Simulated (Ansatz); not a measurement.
Program: Ansatz. Geometries: PBE0-D4/def2-TZVP. ΔE: electronic, gas phase. CCSD(T)/CBS is the MP2 limit (def2-TZVPP, def2-QZVPP) plus CCSD(T) − MP2 in def2-TZVPP, frozen cores. Functionals use def2-TZVPP. For Ga outer-core shells are correlated without core-valence functions, which leaves a few kJ/mol of doubt a bond. Scalar relativity is left out up to krypton. One conformer a species, not always the lowest.

Consider the redistribution: `C=CS[Si](F)(F)F` + `[OH][GaH][CH2][SiH3]` → `[OH][GaH][Si](F)(F)F` + `C=CSC[SiH3]`.

`C=CS[Si](F)(F)F`:

Z-matrix (Å, degrees):
```
Si
F 1 1.576
F 1 1.574 2 107.8
S 1 2.085 2 113.2 3 119.9
F 1 1.575 2 106.1 3 -115.9
C 4 1.785 1 95.6 2 64.9
C 6 1.323 4 123.4 1 -81.6
H 6 1.084 4 114.5 1 100.4
H 7 1.084 6 120.2 4 -178.6
H 7 1.084 6 122.0 4 1.9
```

`[OH][GaH][CH2][SiH3]`:

```xyz
11

O     1.922    1.035    1.295
Ga    0.485    0.008    1.597
C    -0.942    0.031    0.243
Si   -0.347   -0.451   -1.458
H     1.902    1.504    0.458
H     0.553   -0.797    2.927
H    -1.757   -0.624    0.560
H    -1.336    1.053    0.193
H     0.708    0.499   -1.911
H     0.252   -1.815   -1.436
H    -1.440   -0.443   -2.468
```

`[OH][GaH][Si](F)(F)F`:

Z-matrix (Å, degrees):
```
Si
Ga 1 2.413
F 1 1.585 2 112.8
F 1 1.587 2 111.1 3 119.5
F 1 1.585 2 112.8 3 -121.0
O 2 1.782 1 115.3 3 -119.4
H 2 1.554 1 129.2 3 60.6
H 6 0.960 2 114.9 1 -0.0
```

`C=CSC[SiH3]`:

Cartesian coordinates in Å:
```
C -2.206 -1.002 1.071
C -1.146 -0.962 0.272
S 0.497 -1.151 0.828
C 1.409 -0.318 -0.494
Si 1.151 1.546 -0.480
H -2.112 -1.081 2.148
H -3.206 -0.972 0.655
H -1.262 -0.875 -0.805
H 2.462 -0.545 -0.303
H 1.159 -0.770 -1.458
H 1.609 2.092 0.822
H 1.931 2.178 -1.582
H -0.287 1.860 -0.673
```

Problem. Is it downhill or uphill in electronic energy at CCSD(T)/CBS, and by how much? (Estimate.)

Solution. The calculation gave: Uphill: ΔE = +1.09 eV.

Problem. What do these levels give: PBE-D4, ωB97X-V, B2PLYP, PBE0, SCS-MP2/def2-QZVPP, MP2/CBS(def2)? (Estimate.)

Solution. Computed: PBE-D4 0.85, ωB97X-V 1.00, B2PLYP 0.99, PBE0 0.94, SCS-MP2/def2-QZVPP 1.10, MP2/CBS(def2) 1.16 eV.

Largest T1 diagnostic among the species: 0.014.

From PBE to PBE0 (25 % exact exchange), in def2-TZVPP and without D4, ΔE moves by +0.12 eV. The D4 term adds +0.04 eV with B3LYP and +0.02 eV with PBE0; it sums over pairs of atoms, weighted by their polarisabilities, and B3LYP, whose exchange is more repulsive, gets the larger term.

B3LYP here is the variant with VWN-RPA as its local correlation; programs differ in this.
